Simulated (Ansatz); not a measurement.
`O[BH][GaH2]` + H₂O → `OBO` + `[GaH3]`  (formal hydrolysis of a B–Ga bond)

Program: Ansatz. Geometries: PBE0-D4/def2-TZVP. ΔE: electronic, gas phase. CBS: MP2 limit from def2 TZ/QZ plus the TZ coupled-cluster correction, frozen cores. This one scheme is used for every species. Functionals use def2-TZVPP. B3LYP here is the variant with VWN-RPA as its local correlation; programs differ in this. For Ga outer-core shells are correlated without core-valence functions, which leaves a few kJ/mol of doubt a bond. Scalar relativity is left out up to krypton. Each species was taken in one conformer, which may not be the lowest.

`O[BH][GaH2]`:

Cartesian coordinates in Å:
```
O -0.647 1.259 -0.968
B -0.555 -0.007 -0.495
Ga 0.902 -0.458 0.949
H -1.340 1.378 -1.625
H -1.324 -0.836 -0.926
H 2.346 -0.968 0.566
H 0.618 -0.368 2.499
```

H₂O:

```xyz
3

O    -0.339   -0.026   -0.190
H     0.416   -0.615   -0.259
H    -0.078    0.641    0.449
```

`OBO`:

Cartesian coordinates in Å:
```
O 0.780 0.765 0.048
B -0.297 -0.061 0.182
O -0.423 -1.125 -0.644
H 0.781 1.488 0.677
H -1.143 0.121 1.011
H 0.303 -1.187 -1.273
```

`[GaH3]`:

```xyz
4

Ga    0.000    0.000    0.000
H    -0.598    1.375   -0.462
H    -0.631   -0.760    1.218
H     1.229   -0.614   -0.756
```

Problem. Is it downhill or uphill in electronic energy at CCSD(T)/CBS, and by how much? (Best estimate.)

Solution. The calculation gave: Downhill: ΔE = -154.7 kJ/mol.

Problem. What do these levels give: PBE-D4, r2SCAN-D4, r2SCAN, PBE0, B3LYP, HF/def2-TZVPP, MP2/def2-TZVPP, SCS-MP2/def2-TZVPP, CCSD(T)/def2-TZVPP, HF/def2-QZVPP, MP2/def2-QZVPP, SCS-MP2/def2-QZVPP? (Best estimate.)

Solution. Computed: PBE-D4 -152.2, r2SCAN-D4 -166.1, r2SCAN -166.4, PBE0 -159.1, B3LYP -166.2, HF/def2-TZVPP -184.0, MP2/def2-TZVPP -164.3, SCS-MP2/def2-TZVPP -165.6, CCSD(T)/def2-TZVPP -160.8, HF/def2-QZVPP -184.7, MP2/def2-QZVPP -161.1, SCS-MP2/def2-QZVPP -163.1 kJ/mol.

Largest T1 diagnostic among the species: 0.014.

In def2-TZVPP, CCSD(T) changes the Hartree–Fock value by +23.2 kJ/mol (the triples alone add +1.8 kJ/mol) and MP2 by +19.7 kJ/mol. From PBE to PBE0 (25 % exact exchange), in def2-TZVPP and without D4, ΔE moves by −5.3 kJ/mol.
